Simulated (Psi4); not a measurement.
H$_{8}$LiO$_{4}$ (SMILES [OH2]->[Li+](<-[OH2])(<-[OH2])<-[OH2]), charge +1, singlet, at a GFN2-xTB geometry (such geometries of metal compounds can be far from the true shape); BHHLYP/STO-3G (Psi4).

The Psi4 input:
```
memory 2 GB

molecule {
1 1
  Li   -0.00000000   -0.00000000    0.00000000
  O     1.56474128   -0.33763891   -0.97885944
  H     1.81743891    0.06481306   -1.81266588
  H     2.29587622   -0.91209539   -0.74108161
  O     0.45257509    0.32010193    1.79256566
  H     1.15256609    0.88211730    2.13204786
  H     0.05001919   -0.08104729    2.56592516
  O    -0.87446830    1.50184443   -0.70735395
  H    -1.37706481    1.56104858   -1.52282219
  H    -0.94335988    2.36896344   -0.30187222
  O    -1.14284807   -1.48430744   -0.10635227
  H    -2.07137750   -1.53107049    0.13185595
  H    -0.92409821   -2.35272921   -0.45138705
}

set basis sto-3g
set scf_type pk
set puream true
set d_convergence 1e-8
set dft_radial_points 99
set dft_spherical_points 590

energy('bhhlyp')
print_variables()
```

The log (banner, timings and long lists left out):

```
   => Loading Basis Set <=

    Name: STO-3G
    Role: ORBITAL
    Keyword: BASIS

         ---------------------------------------------------------
                                   SCF
               by Justin Turney, Rob Parrish, Andy Simmonett
                          and Daniel G. A. Smith
                              RKS Reference
         ---------------------------------------------------------

  ==> Geometry <==

    Molecular point group: c1
    Full point group: C1

    Geometry (in Angstrom), charge = 1, multiplicity = 1:

       Center              X                  Y                   Z               Mass
    ------------   -----------------  -----------------  -----------------  -----------------
         LI          -0.000000000127    -0.000000002023    -0.000000000255     7.016003436600
         O            1.564741279873    -0.337638912023    -0.978859440255    15.994914619570
         H            1.817438909873     0.064813057977    -1.812665880255     1.007825032230
         H            2.295876219873    -0.912095392023    -0.741081610255     1.007825032230
         O            0.452575089873     0.320101927977     1.792565659745    15.994914619570
         H            1.152566089873     0.882117297977     2.132047859745     1.007825032230
         H            0.050019189873    -0.081047292023     2.565925159745     1.007825032230
         O           -0.874468300127     1.501844427977    -0.707353950255    15.994914619570
         H           -1.377064810127     1.561048577977    -1.522822190255     1.007825032230
         H           -0.943359880127     2.368963437977    -0.301872220255     1.007825032230
         O           -1.142848070127    -1.484307442023    -0.106352270255    15.994914619570
         H           -2.071377500127    -1.531070492023     0.131855949745     1.007825032230
         H           -0.924098210127    -2.352729212023    -0.451387050255     1.007825032230

  Running in c1 symmetry.

  Rotational constants: A =      0.09116  B =      0.09055  C =      0.09055 [cm^-1]
  Rotational constants: A =   2732.80105  B =   2714.52859  C =   2714.52859 [MHz]
  Nuclear repulsion =  166.283854552937584

  Charge       = 1
  Multiplicity = 1
  Electrons    = 42
  Nalpha       = 21
  Nbeta        = 21

  ==> Algorithm <==

  SCF Algorithm Type is PK.
  DIIS enabled.
  MOM disabled.
  Fractional occupation disabled.
  Guess Type is SAD.
  Energy threshold   = 1.00e-06
  Density threshold  = 1.00e-08
[...]
   @RKS iter   2:  -308.76674623056385   -5.70718e-02   4.08039e-03 DIIS/ADIIS
   @RKS iter   3:  -308.77704257339673   -1.02963e-02   5.04647e-04 DIIS/ADIIS
   @RKS iter   4:  -308.77722952952604   -1.86956e-04   2.05657e-05 DIIS
   @RKS iter   5:  -308.77722987435129   -3.44825e-07   1.20133e-06 DIIS
   @RKS iter   6:  -308.77722987647564   -2.12435e-09   1.39570e-07 DIIS
   @RKS iter   7:  -308.77722987650475   -2.91038e-11   3.99759e-09 DIIS
  Energy and wave function converged.

  ==> Post-Iterations <==

   Electrons on quadrature grid:
      Ntotal   =   41.9999983709 ; deviation = -1.629e-06

    Orbital Energies [Eh]
    ---------------------

    Doubly Occupied:

[...]
    Virtual:

[...]
    Final Occupation by Irrep:
              A
    DOCC [    21 ]
    NA   [    21 ]
    NB   [    21 ]

  @RKS Final Energy:  -308.77722987650475

   => Energetics <=

    Nuclear Repulsion Energy =            166.2838545529375835
    One-Electron Energy =                -749.5203417125394481
    Two-Electron Energy =                 294.6914346787629029
    DFT Exchange-Correlation Energy =     -20.2321773956657829
    Empirical Dispersion Energy =           0.0000000000000000
    VV10 Nonlocal Energy =                  0.0000000000000000
    Total Energy =                       -308.7772298765047481

Computation Completed

Properties will be evaluated at   0.000000,   0.000000,   0.000000 [a0]

Properties computed using the SCF density matrix

 Multipole Moments:

 ------------------------------------------------------------------------------------
     Multipole            Electronic (a.u.)      Nuclear  (a.u.)        Total (a.u.)
 ------------------------------------------------------------------------------------

 L = 1.  Multiply by 2.5417464519 to convert [e a0] to [Debye]
 Dipole X            :         -0.0000000            0.0000000            0.0000000
 Dipole Y            :          0.0000000           -0.0000000           -0.0000000
 Dipole Z            :         -0.0000000            0.0000000            0.0000000
 Magnitude           :                                                    0.0000000

 ------------------------------------------------------------------------------------

  Variable Map:
  ----------------------------------------------------------------------------
[...]
  Array Variable Map:
  ----------------------------------------------------------------------------
[...]
[...]
```
